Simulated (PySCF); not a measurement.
Gas-phase reaction: 3 GeHCl + Ge₂H₆ ⇌ 4 GeH₂ + GeHCl₃

Computed with PySCF and rigid-rotor harmonic-oscillator thermochemistry at 1 bar. † marks an energy on the PBE0/def2-TZVP geometry and frequencies. All species are closed-shell singlets. Ge: all electrons, no relativistic terms. GeHCl, GeH₂: computed as isolated molecules; such fragments, hydroxides, amides, oligomers or adducts are transient or little studied in the gas.

M06-2X/def2-TZVP† gives ΔH°(298 K) = 325 kJ.

### Question
What do ωB97M-V/def2-TZVP†, LDA/def2-TZVP†, PBE0/def2-QZVP† give?

### Answer
ωB97M-V/def2-TZVP†: 338 kJ; LDA/def2-TZVP†: 414 kJ; PBE0/def2-QZVP†: 364 kJ. For scale, ΔH°(298 K) is 325 kJ at this level, 338 kJ at ωB97M-V/def2-TZVP†, and runs from 295 to 414 kJ over the 19 levels computed.
